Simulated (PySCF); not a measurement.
**FSnN, singlet: data card**

Method: PySCF, PBE0, basis Sn def2-TZVP with ECP28, N def2-TZVP, F def2-TZVP (scalar-relativistic core potentials, no spin–orbit coupling, density fitting).

The structure is a minimum.

Coordinates in bohr (charge 0 multiplicity 1):
```
Sn    0.0000    0.0000   -0.1322
N     0.0000    0.0000   -3.5753
F     0.0000    0.0000    3.4688
```

```
Point group                                                                   : C∞v
Bond lengths                                                                  : Sn–F 1.906 Å, Sn–N 1.822 Å
Bond angles                                                                   : F–Sn–N 180.0°
Rotational constants                                                          : 0.1469 cm⁻¹
Entropy at 298.15 K and 1 bar                                                 : 273.4 J/(mol K)
Rotational symmetry number                                                    : 1
Zero-point energy                                                             : 9.9 kJ/mol
Principal polarisabilities                                                    : 37.1, 37.1, 61.4 bohr³
Enthalpy at 298.15 K above 0 K                                                : 13.21 kJ/mol
Heat capacity Cp at 298.15 K                                                  : 52.0 J/(mol K)
Lowest empty level                                                            : -3.65 eV
Dipole moment                                                                 : 2.15 D
Highest occupied level                                                        : -7.49 eV
Principal quadrupole moments (Buckingham, traceless) about the centre of mass : -12.90, 6.45, 6.45 D Å
Atomisation energy without zero-point energy                                  : 553 kJ/mol
```

Harmonic modes (masses in u: Sn 119.902, N 14.003, F 18.998):
| symmetry | ω (cm⁻¹) | IR (km/mol, summed over degenerate members) | μ (u) | type |
| --- | --- | --- | --- | --- |
| π | 89 | 26.1 | 19.17 | bend |
| σ+ | 611 | 82.5 | 19.74 | stretch |
| σ+ | 865 | 17.2 | 16.10 | stretch |

In C∞v the vibrations span π + 2σ+.

Charges (e):
| atom | Mulliken | Löwdin | polar tensor | Mayer order to Sn1 |
| --- | --- | --- | --- | --- |
| Sn1 | 0.86 | 0.62 | 0.84 | – |
| N2 | -0.45 | -0.39 | -0.32 | 2.66 |
| F3 | -0.40 | -0.23 | -0.52 | 0.86 |

Mulliken populations on Sn1 (electrons outside its core potential): s 3.36, p 7.49, d 10.21, f 0.09.

Outer orbital energies (eV). occupied: -29.79, -20.55, -14.39, -12.35, -12.35, -10.08, -7.49, -7.49; empty: -3.65, -1.92, -1.92, 1.47.

Counting electrons, tin keeps none of its valence electrons outside its bonds, so the VSEPR class is AX2 and the expected shape is linear; with unlike ligands the computed point group is C∞v.

This need not be the most stable arrangement of these atoms.

The final relaxation and frequency run took about 50 core-seconds on a shared host.
